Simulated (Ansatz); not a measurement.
System: CH$_{2}$F$_{3}$Si, net charge -1, singlet state. It need not be the lowest isomer of its formula. Whether it binds its extra electron was not tested at this geometry. 
Geometry from a B3LYP-D3(BJ)/def2-TZVP (Ansatz, an electronic-structure program) optimisation:
```xyz
7

Si    -0.1150    -0.0034     0.0186
F      0.5070     1.4090    -0.5010
F      0.5002    -1.1152    -0.9998
F      0.9202    -0.2534     1.2695
C     -1.8341    -0.0282     0.1680
H     -2.3639     0.8232     0.5834
H     -2.3688    -0.9709     0.2289
```
Charge -1, spin multiplicity 1.

Total electronic energies in hartree. Valence correlation only, unless marked. No spin-orbit coupling. Non-relativistic. Basis-set limits of correlation are two-point, X^-3; Hartree-Fock from the larger set.

| level | program | energy (Eh) |
|---|---|---|
| HF/cc-pV(T+d)Z | Ansatz | -626.62736 |
| PBE-D3(BJ)/def2-TZVPD | Ansatz + dftd3 | -628.23646 |
| r2SCAN-D3(BJ)/def2-TZVPD | Ansatz + dftd3 | -628.55243 |
| PBE0/6-31G* | Ansatz | -628.03903 |
| PBE0-D3(BJ)/def2-TZVP | Ansatz + dftd3 | -628.26059 |
| r2SCAN0-D4/def2-TZVPD | Ansatz + dftd4 | -628.50461 |
| CAM-B3LYP-D4/def2-TZVPD | Ansatz + dftd4 | -628.65321 |
| LC-wPBE-D3(BJ)/def2-TZVPD | Ansatz + dftd3 | -628.44684 |
| wB97M-V/def2-TZVPD | Ansatz | -628.61863 |
| MP2/cc-pwCVTZ | Ansatz | -627.71017 |
| CCSD/6-31G | Ansatz | -626.80994 |
| CCSD/cc-pwCVTZ | Ansatz | -627.71818 |
| CCSD/aug-cc-pV(Q+d)Z | Ansatz | -627.83427 |
| CCSD(T)/cc-pV(Q+d)Z | Ansatz | -627.85903 |
| CCSD(T)/CBS(aug-cc-pV(T+d)Z,aug-cc-pV(Q+d)Z) | Ansatz | -627.9308 |

Totals of different functionals don't rank their quality; only differences between species are comparable.
